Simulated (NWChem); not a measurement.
System: MgCl$_{2}$; SMILES [Cl][Mg][Cl]

NWChem input:

```
start job
memory heap 200 mb stack 900 mb global 1100 mb
geometry units angstroms noautoz
  Mg     0.000000     0.000000     0.041935
  Cl     2.192978     0.000000     0.042135
  Cl    -2.192978     0.000000     0.042135
end
basis spherical
  * library def2-svp
end
dft
  xc xtpss03 ctpss03
  iterations 200
  convergence nolevelshifting
end
task dft gradient
```

Parts of the log:

```
             Northwest Computational Chemistry Package (NWChem) 7.3.0
             --------------------------------------------------------

 ORDER OF PRIMARY AXIS IS BEING SET TO 4
 D4H symmetry detected

                             Geometry "geometry" -> ""
                             -------------------------

 Output coordinates in angstroms (scale by  1.889725989 to convert to a.u.)

  No.       Tag          Charge          X              Y              Z
 ---- ---------------- ---------- -------------- -------------- --------------
    1 Mg                  12.0000     0.00000000     0.00000000     0.00000000
    2 Cl                  17.0000     0.00000000     0.00000000     2.19297800
    3 Cl                  17.0000     0.00000000     0.00000000    -2.19297800

 Effective nuclear repulsion energy (a.u.)     133.3211870216

      Symmetry information
      --------------------

 Group name             D4h
 Group number             28
 Group order              16
 No. of unique centers     2

                                 NWChem DFT Module
                                 -----------------

 Summary of "ao basis" -> "ao basis" (spherical)
 ------------------------------------------------------------------------------
       Tag                 Description            Shells   Functions and Types
 ---------------- ------------------------------  ------  ---------------------
 Mg                         def2-svp                 8       18   4s3p1d
 Cl                         def2-svp                 8       18   4s3p1d

      Symmetry analysis of basis
      --------------------------

        a1g        13
        a1u         0
        a2g         0
        a2u        11
        b1g         2
        b1u         1
        b2g         2
        b2u         1
        eg         10
        eu         14

            General Information
            -------------------
          SCF calculation type: DFT
          Wavefunction type:  closed shell.
          No. of atoms     :     3
          No. of electrons :    46
           Alpha electrons :    23
            Beta electrons :    23
          Charge           :     0
          Spin multiplicity:     1
          Use of symmetry is: on ; symmetry adaption is: on
          Maximum number of iterations: 200
          AO basis - number of functions:    54
                     number of shells:    24
          Convergence on energy requested:  1.00D-06
          Convergence on density requested:  1.00D-05
          Convergence on gradient requested:  5.00D-04

              XC Information
              --------------
                  TPSS metaGGA Exchange Functional  1.000
             TPSS03 metaGGA Correlation Functional  1.000

             Grid Information
             ----------------
          Grid used for XC integration:  medium
          Radial quadrature: Mura-Knowles
          Angular quadrature: Lebedev.
          Tag              B.-S. Rad. Rad. Pts. Rad. Cut. Ang. Pts.
          ---              ---------- --------- --------- ---------
          Mg                  1.50       88           8.0       590
          Cl                  1.00       88          11.0       590
          Grid pruning is: on
          Number of quadrature shells:   176
          Spatial weights used:  Erf1

      Superposition of Atomic Density Guess
      -------------------------------------

 Sum of atomic energies:       -1118.18184911

      Non-variational initial energy
      ------------------------------

 Total energy =   -1118.369783
 1-e energy   =   -1814.807260
 2-e energy   =     563.116290
 HOMO         =      -0.448581
 LUMO         =      -0.078653

      Symmetry analysis of molecular orbitals - initial
      -------------------------------------------------

 !! scf_movecs_sym_adapt:    6 vectors were symmetry contaminated

  Symmetry fudging

 !! scf_movecs_sym_adapt:    6 vectors were symmetry contaminated

  Numbering of irreducible representations:

     1 a1g         2 a1u         3 a2g         4 a2u         5 b1g
     6 b1u         7 b2g         8 b2u         9 eg         10 eu

  Orbital symmetries:

     1 a1g         2 a2u         3 a1g         4 a1g         5 a2u
     6 a1g         7 a2u         8 eg          9 eg         10 eu
    11 eu         12 a1g        13 a2u        14 eu         15 eu
    16 a1g        17 a2u        18 a1g        19 a2u        20 eu
    21 eu         22 eg         23 eg         24 a1g        25 eu
    26 eu         27 a1g        28 a2u        29 b1g        30 b2g
    31 eg         32 eg         33 eu

   convergence    iter        energy       DeltaE   RMS-Dens  Diis-err
 ---------------- ----- ----------------- --------- --------- ---------
 d= 0,ls=0.0,diis     1  -1120.2855131386 -1.25D+03  2.46D-02  3.52D-01
 d= 0,ls=0.0,diis     2  -1120.2588200181  2.67D-02  1.63D-02  4.43D-01

 !! scf_movecs_sym_adapt:    2 vectors were symmetry contaminated

  Symmetry fudging

 !! scf_movecs_sym_adapt:    2 vectors were symmetry contaminated

 d= 0,ls=0.0,diis     3  -1120.3289770067 -7.02D-02  2.80D-03  2.07D-02
 d= 0,ls=0.0,diis     4  -1120.3323029496 -3.33D-03  2.74D-04  2.55D-04
 d= 0,ls=0.0,diis     5  -1120.3323372369 -3.43D-05  3.99D-05  6.59D-06
 d= 0,ls=0.0,diis     6  -1120.3323381150 -8.78D-07  7.98D-06  1.38D-07

         Total DFT energy =    -1120.332338115027
      One electron energy =    -1816.219417054213
           Coulomb energy =      635.675907193949
    Exchange-Corr. energy =      -73.110015276399
 Nuclear repulsion energy =      133.321187021636

[...]

                         DFT ENERGY GRADIENTS

    atom               coordinates                        gradient
                 x          y          z           x          y          z
   1 Mg      0.000000   0.000000   0.000000    0.000000   0.000000   0.000000
   2 Cl      0.000000   0.000000   4.144128    0.000000   0.000000  -0.003211
   3 Cl      0.000000   0.000000  -4.144128    0.000000   0.000000   0.003211
```

Level: TPSS/def2-SVP. All runs use the structure optimised with PBE0/def2-SVP.
